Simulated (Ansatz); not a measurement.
`B[SiH](N)P` from Hartree–Fock to CCSD(T)

```xyz
11

B     0.017   -1.368    0.316
Si    0.074    0.262   -0.729
N    -1.347    1.098   -1.169
P     0.939    0.672    1.382
H     0.913   -2.156    0.286
H    -0.988   -1.615    0.921
H     1.162    0.614   -1.668
H    -1.334    2.064   -1.450
H    -2.236    0.830   -0.780
H     2.250    0.252    1.037
H     0.550   -0.653    1.854
```

Charge 0, multiplicity 1. Geometry: relaxed with PBE0-D4/def2-TZVP. It is one conformer, not always the lowest. Frozen core, restricted reference, Ansatz. CBS rows extrapolate triple and quadruple zeta; past MP2 they add the triple-zeta difference.

| basis | HF (Eh) | MP2 corr. |
| --- | --- | --- |
| def2-SVP | -712.59618 | -0.49123 |
| def2-TZVPP | -712.91782 | -0.61599 |
| def2-QZVPP | -712.94086 | -0.65966 |

Question: Estimate the CCSD correlation energy and the (T) correction in each basis where they were run (hartree).

Answer: 
```csv
basis,CCSD corr.,(T)
def2-SVP,-0.55107,-0.01754
def2-TZVPP,-0.67035,-0.02897
CBS(def2),-0.74638,as TZ
```
